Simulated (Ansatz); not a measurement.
Input file for CH₅ClGaN (`[CH3][Ga]([NH2])[Cl]`):

```yaml
crystal:
  periodic: [false, false, false]
  atoms:
    - {symbol: C, position_ang: [0.118575, 1.341674, -0.788852]}
    - {symbol: Ga, position_ang: [0.110491, -0.512933, -0.199796]}
    - {symbol: N, position_ang: [-0.303389, -1.158537, 1.433611]}
    - {symbol: Cl, position_ang: [0.647646, -2.079446, -1.585306]}
    - {symbol: H, position_ang: [-0.545380, 1.458092, -1.646942]}
    - {symbol: H, position_ang: [1.124877, 1.622366, -1.104527]}
    - {symbol: H, position_ang: [-0.204767, 2.014661, 0.005779]}
    - {symbol: H, position_ang: [-0.579911, -0.592666, 2.216709]}
    - {symbol: H, position_ang: [-0.279740, -2.139610, 1.652123]}
basis:
  gaussian: {orbitals: def2-TZVPP}
correlation: {method: ccsd_t}
output: {orbitals: {seedname: orbitals}}
```

```sh
$ ansatz run in.yaml --threads 4 --pin off --events-out ev --progress --plain --max-ram 10444MiB
```

The program prints (abridged):

```
Functional definition: HF
1325 factors; integrals over basis functions are off by at most 1.0e-3 eV
mean field evaluation 1: about -67429.3670 eV, gradient 4.2e1 eV
mean field evaluation 2: about -67429.4594 eV, gradient 4.2e1 eV
mean field evaluation 4: about -67433.1936 eV, gradient 3.9e0 eV
mean field evaluation 8: about -67433.2424 eV, gradient 3.0e-1 eV
mean field -67433.24308029 eV, -2478.1259753069 hartree, gradient 4.3e-6 eV, S^2 0.000000; 0 other end points of the search recorded, 0 dependent functions left out
16 core orbitals not correlated: weight in the atoms' cores, before any rotation towards them, 1.000 or more for the frozen orbitals, at most 0.000 for the correlated occupied ones
reference -67433.24308029 eV, -2478.1259753069 hartree; 17, 17 occupied and 189, 189 virtual orbitals, 1325 factors
second order -22.04134333 eV of doubles, -0.00000000 eV of singles
cycle   1  -22.20206125 eV  change   -1.6e-1 eV  update   1.0e-1
cycle   2  -22.77362828 eV  change   -5.7e-1 eV  update   3.0e-2
cycle   3  -22.87680639 eV  change   -1.0e-1 eV  update   1.5e-2
cycle   4  -22.86750862 eV  change    9.3e-3 eV  update   3.8e-3
cycle   5  -22.86662381 eV  change    8.8e-4 eV  update   1.8e-3
cycle   6  -22.86672154 eV  change   -9.8e-5 eV  update   5.7e-4
cycle   7  -22.86660666 eV  change    1.1e-4 eV  update   2.4e-4
cycle   8  -22.86661293 eV  change   -6.3e-6 eV  update   6.4e-5
cycle   9  -22.86663020 eV  change   -1.7e-5 eV  update   2.4e-5
perturbative correction -0.92968809 eV, -0.0341654072 hartree
Total energy: -67457.03939858 eV, -2479.0004738742 hartree
```

Run time 74 s (4 threads of an Arm Neoverse V2 on a shared host); peak host memory 3.4 GiB.

The correlation energy is -23.796 eV, 3.9 % of it from (T); the T1 diagnostic reads 0.0116.
